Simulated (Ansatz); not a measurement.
Z-matrix (Å, degrees):
```
C
C 1 1.520
H 1 1.093 2 111.7
H 1 1.094 2 110.9 3 120.4
H 1 1.094 2 110.9 3 -120.4
C 2 1.529 1 113.2 3 -180.0
H 2 1.096 1 109.1 3 -57.3
H 2 1.096 1 109.1 3 57.3
Al 6 1.947 2 115.3 1 -180.0
H 6 1.099 2 110.1 1 -57.3
H 6 1.099 2 110.1 1 57.3
F 9 1.655 6 118.5 2 179.8
H 9 1.582 6 125.6 2 -0.2
```

The species carries charge 0 and has multiplicity 1.

Q: List the ωB97M-V/def2-TZVPP orbital energies in eV (Ansatz 0.2.0). (Estimate.)

A: Computed: Occupied: -1532.11, -676.34, -281.55, -281.11, -280.97, -116.73, -76.41, -76.24, -76.17, -34.49, -24.72, -21.66, -19.15, -15.59, -15.54, -14.44, -13.95, -13.94, -13.66, -13.23, -12.07, -11.99, -11.70, -10.02. Lowest empty: 0.68, 1.67, 2.29, 3.30, 3.41, 3.96, 4.48, 4.70.
